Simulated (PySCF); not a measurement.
## Br²⁺ (bromine, charge +2): UHF calculation

Configuration: [Ar] 3d10 4s2 4p3, high-spin 4S determinant. Calculation: PySCF 2.14, in cc-pVTZ-PP with ECP10MDF (5s4p3d1f, 39 functions); scalar relativity through the core potential.

```
Total energy             : -414.352997 hartree
One-electron energy      : -708.5929 hartree
Hartree (Coulomb) energy : 323.5217 hartree
Exchange energy          : -29.2818 hartree
⟨S²⟩                     : 3.7507
⟨L²⟩                     : 0.000
Sum of ⟨r⟩               : 19.10 bohr
Sum of ⟨r²⟩              : 24.76 bohr²
Time after the integrals : 0.1 s of wall time on 1 thread of Neoverse-V1 (shared host)
```

| shell | electrons | mean orbital energy (hartree) | rms radius, mean of both spins (bohr) |
| --- | --- | --- | --- |
| 3s α | 1 | -10.75406 | 0.590 |
| 3s β | 1 | -10.72001 | 0.590 |
| 3p α | 3 | -8.50029 | 0.609 |
| 3p β | 3 | -8.46149 | 0.609 |
| 3d α | 5 | -4.04533 | 0.642 |
| 3d β | 5 | -4.02114 | 0.642 |
| 4s α | 1 | -1.94796 | 1.72 |
| 4s β | 1 | -1.59474 | 1.72 |
| 4p α | 3 | -1.29288 | 1.98 |

Energies and moments cover only the electrons outside the core potential.
